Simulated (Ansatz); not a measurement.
The cluster AsP2. Charge 0, multiplicity 2. Geometry relaxed at PBE-D4/def2-TZVP.

```xyz
3

P    -0.955    0.712   -0.197
P     0.001   -0.478    1.175
As    0.954   -0.234   -0.978
```

The relaxation made no stability test and no search for a lower SCF solution. The structure comes from a short search, and lower isomers may exist.

(1) Estimate the harmonic wavenumbers at UKS PBE-D4/def2-TZVP (Ansatz, unscaled). Is this a minimum?

Answers

(1) 166, 340, 599 cm⁻¹. Yes, no mode is imaginary beyond noise. Zero-point energy 6.6 kJ/mol. Run time 13 s (4 threads of Arm Neoverse V1 on a shared host).
